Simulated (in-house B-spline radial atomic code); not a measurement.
# RPA and G0W0 on LDA VWN5: Nb IX (Nb8+)

Configuration [Ar] 3d10 4s2 4p3, highest spin, mean-field start LDA VWN5. Computed with a B-spline radial code for spherical atoms: all electrons, scalar-relativistic (spin-free one-electron X2C), finite nucleus, each spin shell either full or empty, empty states to l = 9 with an (l + 1/2)⁻⁴ tail; G0W0 by contour deformation at full frequency.

Command:
```bash
python run_gw.py task.json out
```
Settings (radii: box in bohr, nucleus in fm):
```
Z                        41
electrons                33
configuration            [Ar] 3d10 4s2 4p3
hamiltonian              x2c
method                   lda,vwn
lmax                     9
rms_radius               4.324
spin_polarised           True
box_radius               7.7
intervals                66
```

Cost of the run: 5.3 s on 1 thread of Arm Neoverse N1, with other jobs on the host.

Energies (hartree):

```
                                     term        value
                         mean-field total  -3796.56071
Hartree-Fock functional on these orbitals  -3799.42009
                      direct second order      -2.8393
                    second-order exchange      0.83328
                         SOSEX correction      0.77918
```

Question: What is the RPA correlation energy, and what remains with SOSEX?

Answer: RPA gives -2.541 hartree (-2.1 eV per electron); RPA + SOSEX gives -1.7618, and the second-order doubles -2.0061 hartree (no singles). SOSEX takes back 31 % of the RPA value.

Quasi-particle levels (eV):

```
  level  occupied  mean field  Σx - vxc     Σc  QP weight     G0W0
  4p up       yes     -151.18     -9.40      ?          ?        ?
4s down       yes     -173.45     -5.24  -3.41      0.966  -182.09
3d down       yes     -327.39    -27.44   5.34      0.944  -349.49
4p down        no     -146.60     11.94  -3.23      0.963  -137.89
```

G0W0 = mean field + (Σx - vxc) + Σc, with Σc (partial-wave tail included) taken at the quasi-particle energy. Only the outer levels were computed. Levels of low weight are left out.

Question: Where does G0W0 put 4p up?

Answer: At -161.17 eV, with Σc = -0.59 eV and a quasi-particle weight of 0.964. The tabulated removal energy is 159.2 ± 0.7 eV (NIST, semi-empirical); the calculation leaves out spin-orbit coupling, Breit and QED terms, and what these don't explain is the method's own error.
